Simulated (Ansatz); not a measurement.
Computed with Ansatz on PBE0-D4/def2-TZVP structures; ΔE is electronic, products minus reactants. CBS: MP2 limit from def2 TZ/QZ plus the TZ coupled-cluster correction, frozen cores. This one scheme is used for every species. Functionals use def2-TZVPP. HSE06 is defined as in plane-wave codes. For Ge outer-core shells are correlated without core-valence functions, which leaves a few kJ/mol of doubt a bond. Scalar relativity is left out up to krypton. One conformer a species, not always the lowest.

Reaction (cleavage of the Si–Ge bond): `[OH][GeH]([OH])[SiH3]` + `[NH2][Al]([NH2])[OH]` → `[NH2][Al]([NH2])[O][SiH3]` + `[OH][GeH2][OH]`

CCSD(T)/CBS gives -1.06 eV.

**Question.** Another level gave -1.03 eV. Which?
A. HSE06/def2-TZVPP
B. SCS-MP2/def2-TZVPP
C. HF/def2-TZVPP
D. r2SCANh-D4/def2-TZVPP

**Answer.** D. r2SCANh-D4 -1.03, HSE06 -0.92, SCS-MP2/def2-TZVPP -1.20, HF/def2-TZVPP -1.42 eV.

Largest T1 diagnostic among the species: 0.013.

Leaving LDA and LC-ωPBE aside and taking each functional with its dispersion term where it has one, the values, not all of them listed here, spread over 0.40 eV, from BHLYP-D4 to PBE-D4. LDA lies −0.03 eV from PBE without D4. In def2-TZVPP, CCSD(T) changes the Hartree–Fock value by +0.33 eV (the triples alone add +0.05 eV) and MP2 by +0.28 eV.
